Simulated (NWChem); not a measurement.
System: CH10OSi4; SMILES O[C@@H]1[SiH2][SiH2][Si@H]1[SiH3]

Input file for NWChem:

```
start job
memory heap 200 mb stack 900 mb global 1100 mb
geometry units angstroms noautosym nocenter noautoz
  O     -2.563096    -0.500064    -0.114650
  C     -1.181804    -0.558482    -0.417995
  Si    -0.177374    -2.203156    -0.169352
  Si     1.796215    -0.910459    -0.060358
  Si     0.081772     0.621265     0.500640
  Si     0.117120     2.876532    -0.150604
  H     -2.654356    -0.723235     0.830223
  H     -1.075080    -0.305054    -1.499523
  H     -0.477386    -2.721984     1.216729
  H     -0.406829    -3.318694    -1.158511
  H      2.838038    -1.253901     0.965787
  H      2.435040    -0.636633    -1.395711
  H     -0.180193     0.497971     1.985049
  H      1.204167     3.630554     0.570173
  H     -1.203616     3.543375     0.134211
  H      0.382103     2.949052    -1.631870
end
basis spherical
  * library 6-31g*
end
dft
  xc b3lyp
  iterations 150
end
property
  response 1 0.0773
end
task dft property
```

Excerpt of the output:

```
             Northwest Computational Chemistry Package (NWChem) 7.3.0
             --------------------------------------------------------

                             Geometry "geometry" -> ""
                             -------------------------

 Output coordinates in angstroms (scale by  1.889725989 to convert to a.u.)

  No.       Tag          Charge          X              Y              Z
 ---- ---------------- ---------- -------------- -------------- --------------
    1 O                    8.0000    -2.56309600    -0.50006400    -0.11465000
    2 C                    6.0000    -1.18180400    -0.55848200    -0.41799500
    3 Si                  14.0000    -0.17737400    -2.20315600    -0.16935200
    4 Si                  14.0000     1.79621500    -0.91045900    -0.06035800
    5 Si                  14.0000     0.08177200     0.62126500     0.50064000
    6 Si                  14.0000     0.11712000     2.87653200    -0.15060400
    7 H                    1.0000    -2.65435600    -0.72323500     0.83022300
    8 H                    1.0000    -1.07508000    -0.30505400    -1.49952300
    9 H                    1.0000    -0.47738600    -2.72198400     1.21672900
   10 H                    1.0000    -0.40682900    -3.31869400    -1.15851100
   11 H                    1.0000     2.83803800    -1.25390100     0.96578700
   12 H                    1.0000     2.43504000    -0.63663300    -1.39571100
   13 H                    1.0000    -0.18019300     0.49797100     1.98504900
   14 H                    1.0000     1.20416700     3.63055400     0.57017300
   15 H                    1.0000    -1.20361600     3.54337500     0.13421100
   16 H                    1.0000     0.38210300     2.94905200    -1.63187000

 Effective nuclear repulsion energy (a.u.)     505.5110602561

                              NWChem Property Module
                              ----------------------

                                 NWChem DFT Module
                                 -----------------

 Summary of "ao basis" -> "ao basis" (spherical)
 ------------------------------------------------------------------------------
       Tag                 Description            Shells   Functions and Types
 ---------------- ------------------------------  ------  ---------------------
 O                           6-31g*                  6       14   3s2p1d
 C                           6-31g*                  6       14   3s2p1d
 Si                          6-31g*                  8       18   4s3p1d
 H                           6-31g*                  2        2   2s

            General Information
            -------------------
          SCF calculation type: DFT
          Wavefunction type:  closed shell.
          No. of atoms     :    16
          No. of electrons :    80
           Alpha electrons :    40
            Beta electrons :    40
          Charge           :     0
          Spin multiplicity:     1
          Use of symmetry is: off; symmetry adaption is: off
          Maximum number of iterations: 150
          AO basis - number of functions:   120
                     number of shells:    64
          Convergence on energy requested:  1.00D-06
          Convergence on density requested:  1.00D-05
          Convergence on gradient requested:  5.00D-04

              XC Information
              --------------
                         B3LYP Method XC Potential
                     Hartree-Fock (Exact) Exchange  0.200
                        Slater Exchange Functional  0.800 local
                    Becke 1988 Exchange Functional  0.720 non-local
              Lee-Yang-Parr Correlation Functional  0.810
                  VWN I RPA Correlation Functional  0.190 local

             Grid Information
             ----------------
          Grid used for XC integration:  medium
          Radial quadrature: Mura-Knowles
          Angular quadrature: Lebedev.
          Tag              B.-S. Rad. Rad. Pts. Rad. Cut. Ang. Pts.
          ---              ---------- --------- --------- ---------
          O                   0.60       49          13.0       434
          C                   0.70       49          12.0       434
          Si                  1.10       88          14.0       590
          H                   0.35       45          15.0       434
          Grid pruning is: on
          Number of quadrature shells:   900
          Spatial weights used:  Erf1

      Superposition of Atomic Density Guess
      -------------------------------------

 Sum of atomic energies:       -1272.66616186

      Non-variational initial energy
      ------------------------------

 Total energy =   -1275.029252
 1-e energy   =   -2768.969912
 2-e energy   =     988.429599
 HOMO         =      -0.255334
 LUMO         =       0.014940

   convergence    iter        energy       DeltaE   RMS-Dens  Diis-err
 ---------------- ----- ----------------- --------- --------- ---------
 d= 0,ls=0.0,diis     1  -1277.1986048386 -1.78D+03  9.41D-03  5.81D-01
 d= 0,ls=0.0,diis     2  -1277.2125719422 -1.40D-02  5.37D-03  5.89D-01
 d= 0,ls=0.0,diis     3  -1277.2667047304 -5.41D-02  1.32D-03  8.55D-02
 d= 0,ls=0.0,diis     4  -1277.2747852033 -8.08D-03  3.15D-04  7.45D-04
 d= 0,ls=0.0,diis     5  -1277.2748999615 -1.15D-04  1.10D-04  7.79D-05
  Resetting Diis
 d= 0,ls=0.0,diis     6  -1277.2749121928 -1.22D-05  3.65D-05  1.23D-05
 d= 0,ls=0.0,diis     7  -1277.2749141555 -1.96D-06  1.76D-05  9.49D-07
 d= 0,ls=0.0,diis     8  -1277.2749140006  1.55D-07  1.09D-05  2.04D-06
 d= 0,ls=0.0,diis     9  -1277.2749143063 -3.06D-07  1.34D-06  1.91D-08

         Total DFT energy =    -1277.274914306330
      One electron energy =    -2774.163767407984
           Coulomb energy =     1092.882463624317
    Exchange-Corr. energy =     -101.504670778809
 Nuclear repulsion energy =      505.511060256146

 Numeric. integr. density =       79.999988529948

                       DFT Final Molecular Orbital Analysis
                       ------------------------------------

 Vector   38  Occ=2.000000D+00  E=-2.898154D-01
              MO Center= -2.3D-01, -7.5D-01, -1.1D-01, r^2= 5.0D+00
   Bfn.  Coefficient  Atom+Function         Bfn.  Coefficient  Atom+Function
  ----- ------------  ---------------      ----- ------------  ---------------
    53      0.294551   4 Si px                3     -0.238485   1 O  px
    35     -0.237340   3 Si px               19      0.207601   2 C  pz
    17      0.201661   2 C  px               71     -0.190346   5 Si px
     7     -0.180551   1 O  px               20      0.173881   2 C  s
     5     -0.170061   1 O  pz               56     -0.165560   4 Si s

 Vector   39  Occ=2.000000D+00  E=-2.571034D-01
              MO Center=  5.9D-01, -2.8D-01,  2.6D-02, r^2= 5.7D+00
   Bfn.  Coefficient  Atom+Function         Bfn.  Coefficient  Atom+Function
  ----- ------------  ---------------      ----- ------------  ---------------
    54      0.358092   4 Si py               72     -0.274782   5 Si py
    90      0.234713   6 Si py               35     -0.197783   3 Si px
    71      0.186361   5 Si px               38     -0.181129   3 Si s
    36     -0.174197   3 Si py              108      0.147044  10 H  s
    76     -0.146010   5 Si py               74      0.142821   5 Si s

 Vector   40  Occ=2.000000D+00  E=-2.349110D-01
              MO Center= -1.2D+00, -5.1D-01, -1.1D-01, r^2= 4.0D+00
   Bfn.  Coefficient  Atom+Function         Bfn.  Coefficient  Atom+Function
  ----- ------------  ---------------      ----- ------------  ---------------
     4      0.428725   1 O  py                8      0.345582   1 O  py
    18     -0.282000   2 C  py               71      0.244411   5 Si px
    35     -0.209803   3 Si px               22     -0.179236   2 C  py
    36      0.168180   3 Si py               54      0.148948   4 Si py
    72      0.128244   5 Si py               58      0.123240   4 Si py

 Vector   41  Occ=0.000000D+00  E=-2.476562D-02
              MO Center=  1.5D-01, -1.3D-01,  1.4D-01, r^2= 7.8D+00
   Bfn.  Coefficient  Atom+Function         Bfn.  Coefficient  Atom+Function
  ----- ------------  ---------------      ----- ------------  ---------------
    56      0.838316   4 Si s                75     -0.680349   5 Si px
    20     -0.601270   2 C  s                39     -0.591521   3 Si px
    74     -0.591709   5 Si s                57     -0.581786   4 Si px
    38     -0.398737   3 Si s               118     -0.291238  15 H  s
   116      0.270276  14 H  s                92      0.257628   6 Si s

 Vector   42  Occ=0.000000D+00  E=-1.492944D-02
              MO Center=  5.7D-01, -2.2D-01,  5.4D-03, r^2= 6.8D+00
   Bfn.  Coefficient  Atom+Function         Bfn.  Coefficient  Atom+Function
  ----- ------------  ---------------      ----- ------------  ---------------
    92      0.732636   6 Si s                74     -0.590100   5 Si s
    94     -0.561421   6 Si py               76     -0.534526   5 Si py
    77      0.464722   5 Si pz              110     -0.453673  11 H  s
   112      0.441236  12 H  s                59      0.438848   4 Si pz
   114     -0.344522  13 H  s               108      0.337985  10 H  s

 Vector   43  Occ=0.000000D+00  E= 4.334619D-03
              MO Center=  1.2D+00, -7.5D-01, -2.0D-02, r^2= 6.7D+00
   Bfn.  Coefficient  Atom+Function         Bfn.  Coefficient  Atom+Function
  ----- ------------  ---------------      ----- ------------  ---------------
    58      1.189270   4 Si py               74     -1.117089   5 Si s
    38      0.849609   3 Si s                76      0.591151   5 Si py
    39      0.580293   3 Si px               75     -0.510159   5 Si px
    40      0.395191   3 Si py               54      0.321001   4 Si py
    77      0.279545   5 Si pz               35      0.241877   3 Si px

     Multipole analysis of the density
     ---------------------------------

     L   x y z        total         alpha         beta         nuclear
     -   - - -        -----         -----         ----         -------
     0   0 0 0     -0.000000    -40.000000    -40.000000     80.000000

     1   1 0 0      0.254601      1.341867      1.341867     -2.429133
     1   0 1 0     -0.096139      0.246165      0.246165     -0.588470
     1   0 0 1      0.254513      1.756247      1.756247     -3.257980

     2   2 0 0    -54.496595   -263.808230   -263.808230    473.119865
     2   1 1 0      0.264605     -5.491596     -5.491596     11.247796
     2   1 0 1     -2.564826     -6.154626     -6.154626      9.744426
     2   0 2 0    -53.336380   -491.576479   -491.576479    929.816578
     2   0 1 1     -0.336050     -8.971716     -8.971716     17.607381
     2   0 0 2    -50.919584    -62.992049    -62.992049     75.064513

 *** CALLING NEW AORESP DRIVER FOR CLOSED AND OPEN SHELLS ***
 Entering AOResponse driver routine

--------------------------------------------------------------------------------

          -----------------------------------------------
          Solving response equations for perturbing field
          -----------------------------------------------

 number of frequencies:     1
 frequency in a.u.:  0.7730000E-01
 Perturbing field: electric
 Using El. Dipole Length Gauge

 Setting up CPKS with frequency omega =      0.07730000 a.u.

                            NWChem Dynamic CPHF Module
                            --------------------------

    scftype = RHF
    nclosed =   40
      nopen =    0
  variables =     6400
  num. vecs =        3
  tolerance =   1.0D-04
  max. iter =   50

 SCF residual:    2.3330794569337990E-005

Iterative solution of linear equations
  No. of variables     6400
  No. of equations        3
  Maximum subspace       30
       Convergence  1.0D-04

   iter   nsub   residual    time
   ----  ------  --------  ---------
     1      3    4.46D+00      40.6
     2      6    1.82D+00      52.2
     3      9    4.19D-01      63.7
     4     12    1.11D-01      75.2
     5     15    2.79D-02      86.5
     6     18    2.95D-03      98.1
     7     21    6.94D-04     109.5
     8     24    8.67D-05     121.0

 Electric Dipole Response Matrix (nonzero elements):

              1        2        3
    1  124.1042  -0.8177  -2.1575
    2   -0.8178 166.3965   3.5959
    3   -2.1576   3.5958  94.7748

 ------------------------------------------
 average:       128.42517 + I       0.00000

 DFT Linear Response polarizability / au
 Frequency  =       0.0773000 / au
 Wavelength =     589.4353558 / nm
              X              Y              Z
 -----------------------------------------------
 X     124.1042409     -0.8176543     -2.1575054
 Y      -0.8177989    166.3964796      3.5959182
 Z      -2.1575556      3.5958464     94.7747962
 -----------------------------------------------
 Eigenvalues =     124.2348152    166.5967131     94.4439885
 Isotropic   =     128.4251722
 Anisotropic =      62.8014308
 -----------------------------------------------

 Magnetic Dipole Response Matrix (nonzero elements):
```

Level: B3LYP/6-31G* (spherical d). Structure relaxed at the PBE-D3(BJ)/def2-SVP level. Not confirmed as a minimum by frequencies.
